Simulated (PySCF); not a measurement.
Be(Me) (CH3Be), SMILES [Be][CH3], multiplicity 2. Atoms are numbered in the order given.

```xyz
5

Be     0.0000     0.0000    -1.2619
C      0.0000     0.0000     0.4257
H      0.8885     0.5130     0.8311
H      0.0000    -1.0260     0.8311
H     -0.8885     0.5130     0.8311
```
Charge 0, spin multiplicity 2.

Geometry: PBE-D3(BJ)/def2-TZVPD. The multiplicity is an assumed one; other spin states were not compared. The isomer is the one that the SMILES or the coordinates give; other isomers of the formula were not compared.

These are r2SCAN/def2-TZVPD (PySCF) values and carry that method's errors.

Gas-phase values at a fixed geometry.

Computed frontier levels, dipole moment and polarisability:
```json
{
 "α spin, highest occupied and lowest empty level": "-4.70 and -1.35 eV",
 "β spin, highest occupied and lowest empty level": "-7.62 and -1.75 eV",
 "dipole_moment": "0.33 D",
 "quadrupole, principal values (traceless, Buckingham form, about the centre of nuclear charge)": "-4.22, 2.11, 2.11 D·Å",
 "mean_static_polarisability": "46.3 bohr³ (6.86 Å³)",
 "polarisability_principal_values": "44.9, 47.0, 47.0 bohr³",
 "⟨S²⟩": "0.751 (pure state 0.75)"
}
```
